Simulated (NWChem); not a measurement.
Species: CH5F2NSi; SMILES N[Si@@H](F)CF

```xyz
10

N     -1.6208     0.6412     0.1118
Si     0.0311     0.4873    -0.3278
F      1.0357     1.5970     0.3716
C      0.7013    -1.1779     0.2896
F      0.0195    -2.2321    -0.3165
H     -1.9567     0.4124     1.0492
H     -2.2416     1.2998    -0.3615
H      0.1313     0.6726    -1.8079
H      0.5952    -1.2540     1.3981
H      1.7909    -1.2660     0.0721
```
Atoms are numbered in this order, from 1.

Coordinates come from a PBE-D3(BJ)/def2-SVP optimisation.

 Unshifted, non-relativistic core excitations; the lowest 4 roots alone, so stronger bands may lie above.

**Question.** List the first Si K-edge excitations from PBE/6-311G** (spherical d), restricted-window TDA (NWChem).

**Answer.** 
```tsv
state	energy (eV)	dipole oscillator strength	leading excitation (squared amplitude)
S1	1780.4	0.0015	1s of atom 2 or its equivalents → LUMO (1.00)
S2	1780.5	0.0007	1s of atom 2 or its equivalents → LUMO+1 (1.00)
S3	1781.1	0.0005	1s of atom 2 or its equivalents → LUMO+2 (1.00)
S4	1781.8	0.0013	1s of atom 2 or its equivalents → LUMO+3 (0.99)
```
